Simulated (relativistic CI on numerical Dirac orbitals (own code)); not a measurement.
A reference radial Dirac CI calculation of F2+ gave the lowest total energy -97.67949 Ha in 20 SCF steps, from this input:

```
atom F  Z=9  charge=2  electrons=7
nucleus A=19  rms_radius_fm=2.8976
hamiltonian dirac-coulomb  breit=on  qed=on  c_scale=1
orbitals kli  potential=per-configuration
slater_scale 1
correlation none
mixing on
grid step=0.0125 r_max=24.9
scf mixing=0.4 start=green max_iterations=150 tolerance=2e-08 node_fill=0.05
configurations
  [He] 2s2 2p3
  [He] 2s 2p4
end
```

One setting was then changed (and the iteration limit cut to 83), and the output read:

```
SCF 1: [He] 2s2 2p3
 iter      energy (Ha)   residual   last orbital (Ha)
    1       -97.078126   8.00e-01     -3.29658
    2       -97.815234   3.84e-01     -2.66640
    3       -98.023051   1.35e-02     -2.20082
    4       -98.023806   8.68e-03     -2.22540
    5       -98.023888   4.37e-04     -2.22459
    6       -98.023887   1.49e-04     -2.22401
    7       -98.023886   4.27e-06     -2.22373
    8       -98.023886   7.94e-08     -2.22372
    9       -98.023886   3.80e-08     -2.22372
   10       -98.023886   1.58e-10     -2.22372
SCF 2: [He] 2s 2p4
 iter      energy (Ha)   residual   last orbital (Ha)
    1       -96.095800   8.51e-01     -3.29658
    2       -96.981404   3.98e-01     -2.60772
    3       -97.215308   1.79e-02     -2.12206
    4       -97.216380   7.81e-03     -2.14933
    5       -97.216435   1.00e-03     -2.15324
    6       -97.216437   2.14e-04     -2.15184
    7       -97.216437   1.24e-06     -2.15144
    8       -97.216437   4.36e-07     -2.15144
    9       -97.216437   3.66e-08     -2.15144
   10       -97.216437   1.18e-09     -2.15144
orbital energies (Ha): 1s -26.7492  2s -2.9569  2p1/2 -2.2439  2p3/2 -2.2237
configuration averages (Ha): Dirac-Coulomb, Breit, QED
  2s2 2p3                        -98.023886    0.069719    0.009044
  2s 2p4                         -97.216437    0.069349    0.008740
levels: no., configuration, term, J, E (cm-1), weight
   1 2s2 2p3                4S*  3/2              0.0  1.00
   2 2s2 2p3                2D*  5/2          37230.5  1.00
   3 2s2 2p3                2D*  3/2          37244.1  0.99
   4 2s2 2p3                2P*  1/2          62451.9  1.00
   5 2s2 2p3                2P*  3/2          62802.2  0.99
   6 2s 2p4                 4P   5/2         156219.6  1.00
   7 2s 2p4                 4P   3/2         158332.8  1.00
   8 2s 2p4                 4P   1/2         159394.4  1.00
   9 2s 2p4                 2D   5/2         226784.1  1.00
  10 2s 2p4                 2D   3/2         226820.1  1.00
  11 2s 2p4                 2S   1/2         264125.1  1.00
  12 2s 2p4                 2P   3/2         290657.9  1.00
  13 2s 2p4                 2P   1/2         293128.5  1.00
lowest total energy -98.115643 Ha
end: converged
```

Which setting was changed?
A. configuration list
B. grid step
C. charge
D. speed of light

D. The speed of light × 0.4. This setting is bad on purpose; its numbers may not be properties of the ion.
